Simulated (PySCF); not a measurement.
LiBr at RHF-SCS-MP2

Level: RHF-SCS-MP2. PySCF, no relativity, basis sets Li aug-pcseg-1, Br aug-pcseg-1.

```json
{
  "state": "¹Σ⁺ (singlet), closed shell",
  "bond length": "2.226 Å",
  "harmonic wavenumber": "533 cm⁻¹",
  "force constant": "1.08 mdyn/Å",
  "rotational constant Be": "0.5281 cm⁻¹",
  "anharmonicity ωexe": "2.93 cm⁻¹",
  "vibration–rotation constant αe": "0.00497 cm⁻¹",
  "well depth De to Li + Br": "406 kJ/mol",
  "dissociation energy D0": "403 kJ/mol"
}
```

Correlated steps freeze 9 core orbitals. Correlated levels converge slowly with the basis: in double zeta they bind strong bonds too weakly, by up to about 1 eV, and carry superposition errors of some tenths. Where the molecule has an RHF reference, its open-shell atoms are computed with UHF.
